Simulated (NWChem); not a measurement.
# octafluorocyclobutane (C$_{4}$F$_{8}$); SMILES FC1(F)C(F)(F)C(F)(C1(F)F)F

```xyz
12

F     -0.6953     1.5847    -1.2407
C     -0.4442     1.0123    -0.0502
F     -0.8017     1.8269     0.9526
C      1.0123     0.4442     0.0502
F      1.8269     0.8017    -0.9526
F      1.5847     0.6953     1.2407
C      0.4442    -1.0123    -0.0502
F      0.8017    -1.8269     0.9526
F      0.6953    -1.5847    -1.2407
C     -1.0123    -0.4442     0.0502
F     -1.8269    -0.8017    -0.9526
F     -1.5847    -0.6953     1.2407
```
Atoms are numbered in this order, from 1.

Program: NWChem. Pople sets run with spherical d functions. All runs use the structure optimised with B3LYP/6-31G* (spherical d). Not confirmed as a minimum by frequencies. Atomic charges in e: unrestrained fits to the electrostatic potential beside Mulliken populations; buried atoms are poorly determined by the fit.

For level Hartree-Fock/6-31G*:

```
Item         Result
-----------  ------
Mulliken F1   -0.42
Mulliken C2    0.83
Mulliken F3   -0.42
Mulliken C4    0.83
Mulliken F5   -0.42
```

What are these values for level B3LYP/def2-SVP?

The Mulliken F1 comes out as -0.16, the Mulliken C2 is 0.32 and the Mulliken F3 comes out as -0.16. The Mulliken C4 is 0.32 and the Mulliken F5 comes out as -0.16.
